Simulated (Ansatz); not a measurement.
`NC([SiH3])S[SiH3]` + `F[SiH2]P` → `F[SiH2]P[SiH3]` + `NC([SiH3])S`  (ligand exchange at the Si–S bond)

Computed with Ansatz on PBE0-D4/def2-TZVP structures; ΔE is electronic, products minus reactants. CCSD(T)/CBS adds triple-zeta CCSD(T) − MP2 to the extrapolated MP2 energy (def2 sets, frozen cores). DFT in def2-TZVPP. B3LYP here is the variant with VWN-RPA as its local correlation; programs differ in this. Each species was taken in one conformer, which may not be the lowest.

Problem. Is it downhill or uphill in electronic energy at CCSD(T)/CBS, and by how much? (Best estimate.)

Solution. The calculation gave: Uphill: ΔE = +0.32 eV.

Problem. What do these levels give: PBE-D4, B3LYP, MP2/def2-TZVPP, MP2/def2-QZVPP, SCS-MP2/def2-QZVPP, MP2/CBS(def2)? (Estimate.)

Solution. Computed: PBE-D4 0.32, B3LYP 0.35, MP2/def2-TZVPP 0.33, MP2/def2-QZVPP 0.33, SCS-MP2/def2-QZVPP 0.34, MP2/CBS(def2) 0.33 eV.

Largest T1 diagnostic among the species: 0.013.
